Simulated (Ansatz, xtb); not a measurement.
# Isomers of BClOSi in order of energy

4 gas-phase structures of BClOSi, found in a search over its isomers (lower ones may exist). Each was relaxed with GFN2-xTB:

A. `O=B[Si]Cl`, a singlet
B. a singlet given by its coordinates
C. `O=B[Si]Cl`, a triplet
D. `ClB1O[Si]1`, a singlet

B (Å):

```xyz
4

B     1.1140    1.1534    1.3556
Cl   -0.2856   -1.1108   -1.4029
O     0.2951    0.9959    0.4270
Si   -0.7681    0.8059   -0.8070
```

Close contacts (Å): B1–O3 1.25, Cl2–Si4 2.06, O3–Si4 1.64.

Question: Make a reasoned guess at their ranking by r2SCAN-D4/def2-SVP single-point energy.

Answer: Calculated order at r2SCAN-D4/def2-SVP: D (0.0), A (0.4), B (15.4), C (17.7) kcal/mol. Less than 1 kcal/mol parts D and A, so the order within that pair means little. CCSD(T)/def2-TZVPP after further relaxation puts A lowest instead.

Energies above the lowest of each column, in kcal/mol; the last columns are at B3LYP-D4/def2-TZVP geometries (a dash: not run or not comparable):

```tsv
structure	GFN2-xTB	HF/STO-3G	r2SCAN-D4/def2-SVP	B3LYP-D4/def2-TZVP	CCSD(T)/def2-TZVPP
D	22.5	19.8	0.0	5.9	3.9
A	0.0	0.0	0.4	0.0	0.0
B	19.6	23.6	15.4	8.1	6.8
C	–	21.9	17.7	27.7	–
```

CCSD(T)/def2-TZVPP puts A lowest of those it was run on; r2SCAN-D4/def2-SVP picks D. CCSD(T)/def2-TZVPP orders those it was run on as A (0.0), D (3.9), B (6.8) kcal/mol. Flexible structures stand in one conformer each, not always the lowest. Frequencies (B3LYP-D4/def2-TZVP) were run for A, B, D alone. GFN2-xTB has no spin polarisation and isn't compared across spin states. Open shells are spin-unrestricted.

Programs: Ansatz 0.2.0, xtb 6.7.1.
